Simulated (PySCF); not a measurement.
Compound: di-n-propyl ether, C6H14O.
Structure used (PBE0-D3(BJ)/def2-SVP), in Å, numbered top down from 1:
```
atom  x, y, z in Å
C1    -2.865    1.292    0.109
C2    -1.881    0.144   -0.033
C3    -0.461    0.540    0.313
O4     0.374   -0.570    0.150
C5     1.701   -0.383    0.552
C6     2.543    0.419   -0.431
C7     4.001    0.501   -0.011
H8    -2.603    2.133   -0.554
H9    -2.888    1.680    1.140
H10   -3.887    0.977   -0.147
H11   -2.170   -0.699    0.616
H12   -1.886   -0.245   -1.064
H13   -0.412    0.909    1.361
H14   -0.144    1.386   -0.331
H15    1.738    0.096    1.554
H16    2.134   -1.391    0.664
H17    2.129    1.436   -0.535
H18    2.451   -0.055   -1.423
H19    4.110    0.991    0.970
H20    4.453   -0.501    0.070
H21    4.598    1.075   -0.734
```

Linear response at wB97X-D/def2-SVPD (PySCF, frozen core in the response, non-relativistic).

Static isotropic polarisability: 81.04 au (12.01 Å³), principal values 72.1, 73.7, 97.3 au.

Problem. What is the polarisability at 1064 nm and at the sodium D line?

Solution. 81.56 au at 1064 nm (+0.6 %), 82.75 au at 589.3 nm (+2.1 %). The rise at 589.3 nm is 3.32 times that at 1064 nm; a pure ω² law gives 3.26. The lowest singlet lies at 165 nm, shorter than both wavelengths.

Problem. What is the isotropic C6 coefficient between two such molecules, C6 = (3/π)∫α(iω)² dω?

Solution. 2964 au (Eh·bohr⁶) by a ten-point quadrature over imaginary frequencies, which is 1770 eV·Å⁶ or 171 J·nm⁶/mol.

Problem. Which effective excitation energy ω̄ makes London's formula C6 = (3/4)α²ω̄ exact here?

Solution. ω̄ = 4·C6/(3α²) = 0.602 Eh = 16.4 eV. A one-pole form α(ω) = α/(1 − ω²/ω̄²) fitted to the 1064 nm value gives 14.7 eV. London's choice of the ionisation energy (9.43 eV, ΔSCF at the same level) gives C6 = 1710 au, 42 % too low.

Problem. How many electrons N does the Slater–Kirkwood formula C6 = (3/4)·√N·α^(3/2) need to give this C6?

Solution. N = (4·C6/3)²/α³ = 29.4; the species has 58 electrons in all.

Problem. What three-body coefficient follows from the one-pole estimate C9 = (3/4)·α·C6?

Solution. 180000 au. This is an estimate from the two numbers above, not a computed integral.

Problem. What molar refraction at the D line follows from R = (4π/3)·N_A·α′, with α′ the polarisability volume?

Solution. α′ = 12.26 Å³ gives R = 30.93 cm³/mol, for isolated, non-vibrating species.

Problem. What n − 1 at the D line would an ideal gas of it have at 273.15 K and 1 atm (2.6868 × 10¹⁹ cm⁻³), by n − 1 = 2π·N·α′?

Solution. 20.70 × 10⁻⁴, a formal value whether or not that pressure can be reached.

Problem. How anisotropic is the static polarisability, by Δα² = ½[(α1 − α2)² + (α2 − α3)² + (α3 − α1)²]?

Solution. Δα = 24.5 au, or 0.30 of the isotropic value.

Problem. The lowest 6 singlets have (eV, f): 7.53, 0.016; 8.07, 0.009; 8.18, 0.006; 8.32, 0.050; 8.58, 0.005; 8.96, 0.013. What share of the static polarisability do they carry in the sum over states α = Σ f/ω²?

Solution. 1.08 au, 1.3 % of α; the largest term, 0.53 au, is that of the state at 8.32 eV. Their oscillator strengths add up to 0.10. Higher states carry the rest.

One conformer stands for the species.

Note: wB97X-D ran without an empirical dispersion term, which enters the total energy and its gradient alone.
